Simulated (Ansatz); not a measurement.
SnMe2 (C2H6Sn): single points at one geometry.

```yaml
crystal:
  periodic: [false, false, false]
  atoms:
    - {symbol: Sn, position_ang: [0.003173, 0.011591, -1.528500]}
    - {symbol: C, position_ang: [1.588308, -0.012661, -0.017287]}
    - {symbol: H, position_ang: [1.487316, -0.914116, 0.596335]}
    - {symbol: H, position_ang: [1.470003, 0.846189, 0.651359]}
    - {symbol: H, position_ang: [2.587982, 0.009156, -0.451843]}
    - {symbol: C, position_ang: [-1.588181, 0.011674, -0.023626]}
    - {symbol: H, position_ang: [-1.498490, 0.913036, 0.592132]}
    - {symbol: H, position_ang: [-1.464292, -0.847135, 0.643833]}
    - {symbol: H, position_ang: [-2.585830, -0.017733, -0.462394]}
basis:
  gaussian: {orbitals: def2-TZVP, initial_orbitals: start.molden}
correlation: {method: mp2}
scf: {omitted_lower_state_checks: [starts]}
output: {orbitals: {seedname: orbitals}}
```

The file start.molden holds the orbitals of an earlier run on this structure, at another level or in another basis.

```sh
$ ansatz run in.yaml --threads 4 --pin off --events-out ev --progress --plain --max-ram 3916MiB
```

Output, abridged:

```
Functional definition: HF
1170 factors; integrals over basis functions are off by at most 1.1e-3 eV
mean field evaluation 1: about -7961.0449 eV, gradient 1.7e1 eV
mean field evaluation 2: about -7961.5451 eV, gradient 5.1e-1 eV
mean field evaluation 4: about -7961.6468 eV, gradient 3.0e-3 eV
mean field evaluation 8: about -7961.6468 eV, gradient 1.3e-6 eV
mean field -7961.64684480 eV, -292.5851249485 hartree, gradient 1.3e-6 eV, S^2 0.000000; 0 other end points of the search recorded, 0 dependent functions left out; unrestricted orbitals would lower it
6 core orbitals not correlated: weight in the atoms' cores, before any rotation towards them, 1.000 or more for the frozen orbitals, at most 0.000 for the correlated occupied ones
reference -7961.64684480 eV, -292.5851249485 hartree; 14, 14 occupied and 128, 128 virtual orbitals, 1170 factors
second order -17.95475473 eV of doubles, -0.00000000 eV of singles
Total energy: -7979.60159953 eV, -293.2449500145 hartree
Checks for a lower state left out: starts
```

Hardware: 4 threads of Arm Neoverse V2 on a shared host. Wall time 1.1 s.

As the first input, with `gaussian: {orbitals: def2-SVP, initial_orbitals: start.molden}`, `hamiltonian: {xc: pbe0, dispersion: d4}` and without the key `correlation` (abridged; 0.65 s):

```
Functional definition: PBE0
mean field -7998.44191731 eV, -293.9373189224 hartree, gradient 1.6e-5 eV, S^2 0.000000
Total energy: -7998.58127879 eV, -293.9424403624 hartree
Checks for a lower state left out: starts
```

The first input with `hamiltonian: {xc: lda}` and without the key `correlation` (abridged; 0.6 s):

```
Functional definition: SPW92
mean field -7973.33943077 eV, -293.0148195574 hartree, gradient 1.7e-5 eV, S^2 0.000000
Total energy: -7973.33946909 eV, -293.0148209655 hartree
Checks for a lower state left out: starts
```

The first input with `hamiltonian: {xc: pbe}`, `correlation: {method: rpa}` and without the key `output` (abridged; 2.3 s):

```
Functional definition: PBE
mean field -8000.44337691 eV, -294.0108712062 hartree, gradient 2.0e-6 eV, S^2 0.000000
6 core orbitals not correlated: weight in the atoms' cores, before any rotation towards them, 1.000 or more for the frozen orbitals, at most 0.000 for the correlated occupied ones
Total energy: -7988.75652270 eV, -293.5813872357 hartree
Checks for a lower state left out: starts
```

As the first input, with `gaussian: {orbitals: def2-TZVPD, initial_orbitals: start.molden}`, `hamiltonian: {xc: r2scan, dispersion: d4}` and without the key `correlation` (abridged; 2.7 s):

```
Functional definition: r2SCAN
mean field -8004.45707687 eV, -294.1583719590 hartree, gradient 2.0e-5 eV, S^2 0.000000
Total energy: -8004.49493565 eV, -294.1597632435 hartree
Checks for a lower state left out: starts
```

The first input with `gaussian: {orbitals: def2-TZVPD, initial_orbitals: start.molden}`, `hamiltonian: {xc: pbe0, dispersion: d4}` and without the key `correlation` (abridged; 1.6 s):

```
Functional definition: PBE0
mean field -8001.10364731 eV, -294.0351356958 hartree, gradient 2.2e-5 eV, S^2 0.000000
Total energy: -8001.24302189 eV, -294.0402576173 hartree
Checks for a lower state left out: starts
```

The first input with `gaussian: {orbitals: def2-TZVPP, initial_orbitals: start.molden}`, `correlation: {method: ccsd_t}` (abridged; 49 s):

```
Functional definition: HF
mean field -7961.70458152 eV, -292.5872467337 hartree, gradient 1.7e-6 eV, S^2 0.000000; unrestricted orbitals would lower it
6 core orbitals not correlated: weight in the atoms' cores, before any rotation towards them, 1.000 or more for the frozen orbitals, at most 0.000 for the correlated occupied ones
second order -18.43171007 eV of doubles, -0.00000000 eV of singles
cycle   1  -18.53336639 eV  change   -1.0e-1 eV  update   9.6e-2
cycle   2  -18.99954661 eV  change   -4.7e-1 eV  update   2.8e-2
cycle   3  -19.07037050 eV  change   -7.1e-2 eV  update   1.4e-2
cycle   4  -19.06098423 eV  change    9.4e-3 eV  update   3.6e-3
cycle   5  -19.06100865 eV  change   -2.4e-5 eV  update   1.5e-3
cycle   6  -19.06089368 eV  change    1.1e-4 eV  update   4.4e-4
cycle   7  -19.06070461 eV  change    1.9e-4 eV  update   1.5e-4
cycle   8  -19.06073466 eV  change   -3.0e-5 eV  update   4.9e-5
cycle   9  -19.06073978 eV  change   -5.1e-6 eV  update   1.2e-5
perturbative correction -0.66680980 eV, -0.0245048080 hartree
Total energy: -7981.43213110 eV, -293.3122208089 hartree
Checks for a lower state left out: starts
```

Geometry: PBE0-D4/def2-TZVP.

In the def2 sets Sn takes a core potential; there is no spin–orbit coupling. Correlated methods freeze 6 core orbitals; core or outer-core shells of Sn are correlated, in sets that lack core-valence functions. At MP2/def2-TZVP, CCSD(T)/def2-TZVPP the restricted singlet (for correlated methods, its reference) is unstable: a solution with broken spin symmetry lies lower.
